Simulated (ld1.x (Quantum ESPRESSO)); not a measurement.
**selenium (Se): one change to a TM potential, before and after**

ld1.x (Quantum ESPRESSO) 7.5 input, shortened:

```
&input
   title='Se', zed=34., rel=1, dft='PBE', iswitch=3,
   config='[Ar] 3d10 4s1 4p5'
 /
 &inputp
   pseudotype=2, tm=.true., lloc=-1, rcloc=1.00,
   nlcc=.false.
 /
3
4S  1  0   1.00   0.00  1.45  1.45  0.0
4P  2  1   5.00   0.00  1.95  1.95  0.0
3D  3  2  10.00   0.00  0.60  0.60  0.0
 &test
   configts(1)='3d10 4s1 4p5'
 /
```

Change: core correction a·sin(br)/r model core inside 0.60 bohr.

Cutoffs: the cutoffs (Ry, on a coarse ladder) from which the occupation-weighted sum of valence levels, in a spherical-Bessel basis at the reference potential, stays within 10 and 1 mRy of its value at 400 Ry; they do not see the model core or the augmentation charge, which bear on the density cutoff. Errors are all-electron minus pseudo energies relative to the spin-unpolarised reference configuration.

Q: What does the change do?

A: Both files keep a bound ghost (s); the number of tests with a reliable result goes from 7 to 6; of the 6 tests that both files solve, the error grows in 2 and shrinks in 3 by more than 15 % and 0.3 meV (median size 3.6 → 1.8 meV). A model core, the more so a compact one, raises the density cutoff, which this test does not measure.

| quantity | base | changed |
| --- | --- | --- |
| bound ghosts | s | s |
| tests with a reliable result | 7 of 7 | 6 of 7 |
| error for 3d10 4s2 4p4, meV [ΔE -10.88 eV] | +3.9 | +1.7 |
| error for 3d10 4s2 4p3, meV [ΔE -0.04 eV] | -0.7 | -1.8 |
| error for 3d9 4s2 4p4, meV [ΔE 53.21 eV] | -518 | -612 |
| error for 3d10 4s2 4p3.5, meV [ΔE -6.57 eV] | +1.0 | -0.9 |
| error for 3d10 4s0 4p6, meV [ΔE 11.08 eV] | +3.4 | +1.0 |
| error for 3d10 4s2 4p4.3, meV [ΔE -12.47 eV] | +5.8 | +3.6 |
| s: phases at 2.15 bohr within 0.05 rad from the reference energy up to (Ry; the scan ends near 5) | 4.0 | 4.0 |
| p: phases at 2.15 bohr within 0.05 rad from the reference energy up to (Ry; the scan ends near 5) | 2.1 | 2.1 |
| d: phases at 2.15 bohr within 0.05 rad from the reference energy up to (Ry; the scan ends near 5) | to the end of the scan | to the end of the scan |

 A true bound ghost makes a file unfit for plane-wave use even where its test errors are small: the radial tests pick states by their node count and pass the ghost by.
